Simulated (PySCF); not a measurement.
PySCF job for FGeH₃S₃, SMILES [SH][Ge]([F])([SH])[SH], TDA-ωB97X/def2-SVPD. Coordinates come from a B3LYP-D3(BJ)/def2-SVP optimisation. The structure was generated by enumeration, and PubChem lists no compound with its InChIKey, so it may never have been made. The values are those of a single conformer.

```python
import numpy as np
from pyscf import gto, scf, dft, tdscf

mol = gto.M(
    atom='''
    F    -1.43722988    1.17500125    0.54247275
    Ge   -0.13596026    0.11101494    0.05136699
    S    -0.80702257   -1.00576667   -1.74529557
    S     1.63688014    1.36414223   -0.40915113
    S     0.29054998   -1.27521052    1.73109739
    H    -1.97245214   -1.38234668   -1.16529683
    H     0.93234808    2.19211141   -1.21816412
    H     0.39938044   -0.26789492    2.63105131
    ''',
    basis='def2-SVPD',
    charge=0,
    spin=0,
    max_memory=1600,
    verbose=4,
)
mf = dft.RKS(mol, xc='wb97x').density_fit(auxbasis='def2-universal-jkfit')
mf.grids.level = 3
mf.conv_tol = 1e-9
mf.max_cycle = 100
mf.kernel()
mf.grids = dft.Grids(mol).set(level=1).build(with_non0tab=True)  # coarser grid for the response kernel
td = tdscf.TDA(mf)
td.singlet = True
td.nstates = 10
td.conv_tol = 1e-4
td.positive_eig_threshold = 1e-6
td.kernel(x0=td.get_init_guess(mf, 15))
td.analyze()
tt = tdscf.TDA(mf)
tt.singlet = False
tt.nstates = 4
tt.conv_tol = 1e-4
tt.positive_eig_threshold = 1e-6
tt.kernel(x0=tt.get_init_guess(mf, 9))
tt.analyze(verbose=3)
```

Log of the run:

```
PySCF version 2.14.0

[INPUT] verbose = 4
[INPUT] num. atoms = 8
[INPUT] num. electrons = 92
[INPUT] charge = 0
[INPUT] spin (= nelec alpha-beta = 2S) = 0
[INPUT] symmetry False subgroup None
[INPUT] Mole.unit = angstrom
[INPUT] Symbol           X                Y                Z      unit          X                Y                Z       unit  Magmom
[INPUT]  1 F     -1.437229880000   1.175001250000   0.542472750000 AA   -2.715970851242   2.220430558522   1.025124927540 Bohr   0.0
[INPUT]  2 Ge    -0.135960260000   0.111014940000   0.051366990000 AA   -0.256927655225   0.209787832335   0.097069542943 Bohr   0.0
[INPUT]  3 S     -0.807022570000  -1.005766670000  -1.745295570000 AA   -1.525051633643  -1.900623551516  -3.298130633717 Bohr   0.0
[INPUT]  4 S      1.636880140000   1.364142230000  -0.409151130000 AA    3.093255163340   2.577855209653  -0.773183579256 Bohr   0.0
[INPUT]  5 S      0.290549980000  -1.275210520000   1.731097390000 AA    0.549059887698  -2.409798633964   3.271299962049 Bohr   0.0
[INPUT]  6 H     -1.972452140000  -1.382346680000  -1.165296830000 AA   -3.727394338412  -2.612256634402  -2.202091862524 Bohr   0.0
[INPUT]  7 H      0.932348080000   2.192111410000  -1.218164120000 AA    1.761882523964   4.142490199434  -2.301996561572 Bohr   0.0
[INPUT]  8 H      0.399380440000  -0.267894920000   2.631051310000 AA    0.754719651108  -0.506248028962   4.971966395578 Bohr   0.0

nuclear repulsion = 690.538471421843
number of shells = 68
number of NR pGTOs = 278
number of NR cGTOs = 166
basis = def2-SVPD
ecp = {}


******** <class 'pyscf.df.df_jk.DFRKS'> ********
method = DFRKS
initial guess = minao
damping factor = 0
level_shift factor = 0
DIIS = <class 'pyscf.scf.diis.CDIIS'>
diis_start_cycle = 1
diis_space = 8
diis_damp = 0
SCF conv_tol = 1e-09
SCF conv_tol_grad = None
SCF max_cycles = 100
direct_scf = False
XC library pyscf.dft.libxc version 7.1.2
    S. Lehtola, C. Steigemann, M. J. T. Oliveira, and M. A. L. Marques,  SoftwareX 7, 1–5 (2018)
XC functionals = wb97x
    J.-D. Chai and M. Head-Gordon,  J. Chem. Phys. 128, 084106 (2008)
radial grids:
    Treutler-Ahlrichs [JCP 102, 346 (1995); DOI:10.1063/1.469408] (M4) radial grids

becke partition: Becke, JCP 88, 2547 (1988); DOI:10.1063/1.454033
pruning grids: <function nwchem_prune>
grids dens level: 3
symmetrized grids: False
atomic radii adjust function: <function treutler_atomic_radii_adjust>
small_rho_cutoff = 0
Set gradient conv threshold to 3.16228e-05
Initial guess from minao.
tot grids = 120968
******** <class 'pyscf.df.df.DF'> ********
auxbasis = def2-universal-jkfit
Create RSH-DF object <pyscf.df.df.DF object> for omega=0.3
******** <class 'pyscf.df.df.DF'> ********
auxbasis = auxmol.basis = def2-universal-jkfit
init E= -3372.17907956892
  HOMO = -0.335471683764677  LUMO = -0.059567688506537  gap/eV = 7.50773
cycle= 1 E= -3372.54704580396  delta_E= -0.368  |g|= 0.779  |ddm|= 3.38
  HOMO = -0.390077045508626  LUMO = -0.0242403692804722  gap/eV = 9.95492
cycle= 2 E= -3372.54804909477  delta_E= -0.001  |g|= 0.922  |ddm|= 2.18
  HOMO = -0.385822281049328  LUMO = 0.00590141625368368  gap/eV = 10.65934
cycle= 3 E= -3372.67751343056  delta_E= -0.129  |g|= 0.0794  |ddm|= 0.957
  HOMO = -0.387489256484163  LUMO = 0.0132723256769625  gap/eV = 10.90528
cycle= 4 E= -3372.67906277873  delta_E= -0.00155  |g|= 0.0354  |ddm|= 0.167
  HOMO = -0.38616314300839  LUMO = 0.0143441439021563  gap/eV = 10.89836
cycle= 5 E= -3372.67935978409  delta_E= -0.000297  |g|= 0.01  |ddm|= 0.049
  HOMO = -0.385789374161018  LUMO = 0.0150974021812611  gap/eV = 10.90868
cycle= 6 E= -3372.67938962064  delta_E= -2.98e-05  |g|= 0.00236  |ddm|= 0.0167
  HOMO = -0.385994054255589  LUMO = 0.0150772432486019  gap/eV = 10.91371
cycle= 7 E= -3372.67939236476  delta_E= -2.74e-06  |g|= 0.000533  |ddm|= 0.00674
  HOMO = -0.385983195650543  LUMO = 0.0150778526639144  gap/eV = 10.91343
cycle= 8 E= -3372.67939255007  delta_E= -1.85e-07  |g|= 0.000145  |ddm|= 0.00142
  HOMO = -0.38598182228699  LUMO = 0.0150926523737831  gap/eV = 10.91379
cycle= 9 E= -3372.67939256477  delta_E= -1.47e-08  |g|= 4.83e-05  |ddm|= 0.000609
  HOMO = -0.38598820215568  LUMO = 0.0150867243427468  gap/eV = 10.91380
cycle= 10 E= -3372.6793925661  delta_E= -1.33e-09  |g|= 1.27e-05  |ddm|= 0.000126
  HOMO = -0.385987014900062  LUMO = 0.0150875154308143  gap/eV = 10.91379
cycle= 11 E= -3372.67939256628  delta_E= -1.81e-10  |g|= 3.62e-06  |ddm|= 5.26e-05
  HOMO = -0.385987293519138  LUMO = 0.0150873340539364  gap/eV = 10.91380
Extra cycle  E= -3372.67939256631  delta_E= -2.55e-11  |g|= 2.28e-06  |ddm|= 1.19e-05
converged SCF energy = -3372.67939256631
tot grids = 39080
Overwritten attributes  positive_eig_threshold  of <class 'pyscf.tdscf.rks.TDA'>


******** <class 'pyscf.tdscf.rks.TDA'> for <class 'pyscf.df.df_jk.DFRKS'> ********
nstates = 10 singlet
deg_eia_thresh = 1.000e-03
wfnsym = None
conv_tol = 0.0001
eigh lindep = 1e-12
eigh level_shift = 0
eigh max_cycle = 100


Excitation energies (eV)
[5.67675672 5.68140762 5.77019787 6.73523229 6.73796474 6.79036323
 7.421679   7.42505908 7.74463914 7.76633345]

** Singlet excitation energies and oscillator strengths **
Excited State   1:      5.67676 eV    218.41 nm  f=0.0176
      44 -> 53        0.11550
      46 -> 47       -0.60979
      46 -> 48        0.15156
Excited State   2:      5.68141 eV    218.23 nm  f=0.0177
      44 -> 52        0.11199
      45 -> 47       -0.60919
      45 -> 48        0.15234
Excited State   3:      5.77020 eV    214.87 nm  f=0.0073
      44 -> 47       -0.60938
      44 -> 48        0.15356
      45 -> 50       -0.10875
      45 -> 52        0.10595
      45 -> 53        0.11912
      46 -> 49       -0.11092
      46 -> 52       -0.12003
      46 -> 53        0.11048
Excited State   4:      6.73523 eV    184.08 nm  f=0.0257
      44 -> 49        0.14120
      44 -> 50       -0.21396
      44 -> 52        0.10796
      44 -> 53       -0.11743
      45 -> 48        0.10729
      45 -> 49        0.14540
      45 -> 50       -0.13223
      46 -> 47       -0.21301
      46 -> 48       -0.43168
      46 -> 49        0.12336
      46 -> 50        0.15800
      46 -> 52       -0.10719
Excited State   5:      6.73796 eV    184.01 nm  f=0.0255
      44 -> 49       -0.21419
      44 -> 50       -0.13297
      44 -> 52        0.11488
      44 -> 53        0.11016
      45 -> 47        0.21379
      45 -> 48        0.43087
      45 -> 49        0.13832
      45 -> 50        0.15308
      45 -> 52       -0.10752
      46 -> 48        0.10975
      46 -> 49       -0.14356
      46 -> 50        0.13106
      46 -> 53        0.10065
Excited State   6:      6.79036 eV    182.59 nm  f=0.0281
      44 -> 47        0.22553
      44 -> 48        0.42604
      45 -> 49       -0.21833
      45 -> 50       -0.18381
      45 -> 52        0.13503
      46 -> 49       -0.19427
      46 -> 50        0.21680
      46 -> 53        0.13876
Excited State   7:      7.42168 eV    167.06 nm  f=0.0203
      42 -> 47        0.39888
      44 -> 49       -0.14805
      45 -> 51        0.24264
      46 -> 51        0.42550
Excited State   8:      7.42506 eV    166.98 nm  f=0.0211
      43 -> 47        0.39849
      44 -> 50       -0.14916
      45 -> 51        0.42444
      46 -> 51       -0.24288
Excited State   9:      7.74464 eV    160.09 nm  f=0.0204
      41 -> 47        0.11463
      44 -> 51        0.58878
      45 -> 49       -0.14647
      46 -> 50        0.10608
Excited State  10:      7.76633 eV    159.64 nm  f=0.0288
      42 -> 47        0.12202
      43 -> 47       -0.25664
      44 -> 49       -0.21219
      44 -> 50        0.11013
      44 -> 51       -0.10158
      44 -> 53       -0.18569
      44 -> 57        0.15419
      45 -> 48        0.15121
      45 -> 50       -0.14358
      45 -> 51        0.10476
      46 -> 48       -0.12382
      46 -> 49        0.13746
      46 -> 50       -0.11617
      46 -> 51       -0.28472

** Transition electric dipole moments (AU) **
state          X           Y           Z        Dip. S.      Osc.
  1        -0.1948     -0.2839      0.0905      0.1267      0.0176
  2        -0.1317     -0.0103     -0.3317      0.1275      0.0177
  3        -0.1714      0.1356      0.0639      0.0519      0.0073
  4        -0.1660     -0.3017      0.1931      0.1559      0.0257
  5         0.1970      0.0946      0.3266      0.1544      0.0255
  6         0.3090     -0.2443     -0.1170      0.1688      0.0281
  7         0.1009      0.2295     -0.2211      0.1117      0.0203
  8         0.2037      0.1388      0.2350      0.1160      0.0211
  9         0.2015     -0.2198     -0.1358      0.1073      0.0204
 10        -0.2898     -0.2113     -0.1510      0.1514      0.0288

** Transition velocity dipole moments (imaginary part, AU) **
state          X           Y           Z        Dip. S.      Osc.
  1        -0.0392     -0.0594      0.0226      0.0056      0.0178
  2        -0.0298     -0.0054     -0.0685      0.0056      0.0179
  3        -0.0441      0.0350      0.0164      0.0034      0.0108
  4        -0.0510     -0.0967      0.0659      0.0163      0.0439
  5         0.0653      0.0340      0.1034      0.0161      0.0434
  6         0.1175     -0.0933     -0.0447      0.0245      0.0655
  7         0.0261      0.0557     -0.0494      0.0062      0.0152
  8         0.0469      0.0300      0.0579      0.0065      0.0158
  9         0.0447     -0.0498     -0.0298      0.0054      0.0126
 10        -0.0657     -0.0513     -0.0292      0.0078      0.0182

** Transition magnetic dipole moments (imaginary part, AU) **
state          X           Y           Z
  1        -0.0427     -0.1068      0.1328
  2        -0.1128     -0.0852     -0.1027
  3         0.1951     -0.1649     -0.0729
  4         0.2911      0.5212     -0.4429
  5        -0.4302     -0.2431     -0.5552
  6         0.7490     -0.6414     -0.2854
  7         0.0615      0.0391      0.1189
  8        -0.0552     -0.1056      0.0565
  9         0.6623     -0.4558     -0.2829
 10        -0.0164      0.3290     -0.3336


******** <class 'pyscf.tdscf.rks.TDA'> for <class 'pyscf.df.df_jk.DFRKS'> ********
nstates = 4 triplet
deg_eia_thresh = 1.000e-03
wfnsym = None
conv_tol = 0.0001
eigh lindep = 1e-12
eigh level_shift = 0
eigh max_cycle = 100


Excitation energies (eV)
[5.20225017 5.20664094 5.28800336 6.21128946]

** Triplet excitation energies and oscillator strengths **
Excited State   1:      5.20225 eV    238.33 nm  f=0.0000
Excited State   2:      5.20664 eV    238.13 nm  f=0.0000
Excited State   3:      5.28800 eV    234.46 nm  f=0.0000
Excited State   4:      6.21129 eV    199.61 nm  f=0.0000
```

The calculation finished and met its thresholds.
